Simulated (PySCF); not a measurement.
Malonyl radical, C3H3O4 (doublet state).
Cartesian coordinates in Å at the PBE0-D3(BJ)/def2-SVP level; atoms count from 1:
```
atom  x, y, z in Å
O1     0.5885    1.7535   -0.3381
C2     0.9985    0.6656   -0.0168
O3     2.2747    0.4395    0.3375
C4     0.2188   -0.5735    0.0478
C5    -1.1909   -0.7439   -0.3066
O6    -1.7198   -1.8333   -0.2632
O7    -1.8315    0.3654   -0.6713
H8     2.7307    1.2929    0.2806
H9     0.7214   -1.4841    0.3766
H10   -2.7402    0.0969   -0.8771
```

The hyperfine couplings belong to this conformer and change with its torsions.

Identity: malonyl radical (`O=C(O)[CH]C(=O)O`).

Method: PySCF, UKS B3LYP, IGLO-III on C O, pcH-1 on H, non-relativistic, mean-field spin-orbit, GIAO. One conformer (not necessarily the lowest) at the PBE0-D3(BJ)/def2-SVP geometry, without solvent, vibrations or thermal averaging. Stability of the SCF solution: not tested.

(1) Give the principal g shifts and their parts.

(2) At 94.256 GHz, how far is the centre of the isotropic spectrum from where a free electron (g = 2.002319) resonates?

(3) What effective moment and Curie constant follow for a powder?

(4) Average each term over the three axes. Which is largest in size?

(5) In a frozen sample, at which fields do the three g values resonate at 9.5, 34, 94 and 263 GHz (hyperfine left aside), and which band first spreads them over more than twice a line width of 0.3 mT?

## Answers

(1) 
| Δg (ppm) | 1 | 2 | 3 |
| --- | --- | --- | --- |
| relativistic mass correction | -194 | -194 | -194 |
| gauge correction | -2 | 44 | 46 |
| orbital Zeeman/spin–orbit | 21 | 2380 | 4590 |
| total | -175 | 2230 | 4443 |

So g = 2.00214, 2.00455, 2.00676 and g_iso = 2.00449; the tensor is rhombic: the two nearest values differ by 48 % of g3 − g1. Axes: g1 is normal to the molecular plane and g3 points within 6° of the C5–O6 bond.

(2) B = hν/(g μB) with μB/h = 13.99624 MHz/mT gives 3363.29 mT for the free electron and 3359.65 mT at g_iso, 3.63 mT lower.

(3) With the mean of g² = 4.0180 and S(S+1) = 0.75: μ_eff = √(⟨g²⟩S(S+1)) = 1.736 μB and χT = 0.12505·⟨g²⟩·S(S+1) = 0.377 cm³ K/mol (cgs; spin-Hamiltonian part alone).

(4) The orbital-Zeeman/spin–orbit term 2330, the mass correction -194 and the gauge correction 29 ppm, for a total of 2166 ppm. The orbital-Zeeman/spin–orbit term is the largest in size. The mass correction is the same along every axis, so the anisotropy comes from the other two: their spans along these axes are 49 (gauge) and 4570 ppm (orbital Zeeman/spin–orbit).

(5) 
```tsv
band	GHz	B(g3) mT	B(g2) mT	B(g1) mT	spread mT
X	9.5	338.23	338.61	339.01	0.78
Q	34.0	1210.52	1211.86	1213.31	2.79
W	94.0	3346.73	3350.42	3354.45	7.72
J	263.0	9363.72	9374.05	9385.32	21.60
```

The spread grows in proportion to the frequency. X band is the first where it exceeds 0.6 mT.

The largest Mulliken spin populations are on C4 (+0.87), O6 (+0.17), O1 (+0.16) and C5 (-0.09). Three atoms exceed +0.15. The positive populations add up to 1.22 and the negative ones to -0.22, together 2S = 1. The angles at C4 add up to 360.0°, so it is planar; its axial dipolar tensor and the negative coupling of its proton fit spin in a p orbital normal to that plane.

The HOMO–LUMO gaps are 7.29 eV among the α and 3.56 eV among the β orbitals.

On one thread of an Arm Neoverse V1, on a shared host, this took 50 s wall (grids of density and orbitals included) and 1.0 GiB of memory at its peak.
